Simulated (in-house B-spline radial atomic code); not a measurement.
Ionisation energies along the 15-electron series, configuration [Ne] 3s2 3p3, as differences of self-consistent energies. NIST's values go from ground level to ground level; the uncertainty of those that are theory runs from under 0.1 % in few-electron ions to several per cent in heavy many-electron ones. Computed with a radial B-spline atomic code at the basis-set limit: non-relativistic Hartree-Fock, average of the configuration, point nuclei.

This level leaves out relativity, spin-orbit splitting included, which matters for heavy ions.

```csv
ion,configuration after,ionisation energy (eV),IE/(q+1)² (eV),-ε less Coulomb ΔSCF (eV),tabulated value (eV),computed minus tabulated (eV)
Pd31+,[Ne] 3s2 3p2,1844.0,1.8008,0.6019,1869,-25
Ag32+,[Ne] 3s2 3p2,1951.8,1.7923,0.60272,1979,-27
Cd33+,[Ne] 3s2 3p2,?,?,?,?,?
In34+,[Ne] 3s2 3p2,2176.6,1.7768,0.60427,2207,-30
Sn35+,[Ne] 3s2 3p2,2293.5,1.7697,0.60501,2326,-32
Sb36+,[Ne] 3s2 3p2,2413.5,1.763,0.60572,2428,-14
Te37+,[Ne] 3s2 3p2,2536.5,1.7566,0.60641,2552,-16
I38+,[Ne] 3s2 3p2,2662.5,1.7505,0.60708,2680,-18
Xe39+,[Ne] 3s2 3p2,?,?,?,?,?
Cs40+,[Ne] 3s2 3p2,2923.6,1.7392,0.60836,2945,-21
Ba41+,[Ne] 3s2 3p2,3058.7,1.7339,0.60897,3081,-22
La42+,[Ne] 3s2 3p2,3196.8,1.7289,0.60956,3222,-25
Ce43+,[Ne] 3s2 3p2,?,?,?,?,?
Pr44+,[Ne] 3s2 3p2,3482.0,1.7195,0.61068,3512,-30
```

Task: Fill in the row of Cd33+.

Result: ionisation energy (eV): 2062.7; IE/(q+1)² (eV): 1.7844; -ε less Coulomb ΔSCF (eV): 0.60351; tabulated value (eV): 2091; computed minus tabulated (eV): -28.

Task: Fill in the row of Xe39+.

Result: ionisation energy (eV): 2791.5; IE/(q+1)² (eV): 1.7447; -ε less Coulomb ΔSCF (eV): 0.60773; tabulated value (eV): 2811; computed minus tabulated (eV): -19.

Task: Fill in the row of Ce43+.

Result: ionisation energy (eV): 3337.9; IE/(q+1)² (eV): 1.7241; -ε less Coulomb ΔSCF (eV): 0.61013; tabulated value (eV): 3366; computed minus tabulated (eV): -28.

Task: How far is this level of theory from the measured and semi-empirical values?

Result: Over those 5 rows the differences run from -32.5 to -25 eV (mean absolute value 29 eV). The calculation leaves out relativity, correlation and, in open shells, the multiplet splittings that an average leaves out.
